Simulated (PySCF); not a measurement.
**Electron correlation in Se (selenium, neutral)**

[Ar] 3d10 4s2 4p4, high-spin 3P determinant. Calculation: PySCF 2.14, in def2-QZVPPD (12s8p5d4f1g, 98 functions); the non-relativistic Hamiltonian (point nucleus). Frozen: [Ar] 3d10; 6 electrons correlated.

```json
{"level": "CCSD", "correlation energy (mhartree)": "-127.89"}
{"level": "(T)", "correlation energy (mhartree)": "-4.55"}
{"level": "CCSD(T)", "correlation energy (mhartree)": "-132.44"}
```

Diagnostics: T1 = 0.0089, D1 = 0.0268, largest double amplitude 0.038.

Cost of the coupled-cluster step: roughly 27 core-seconds, for 6 correlated electrons.
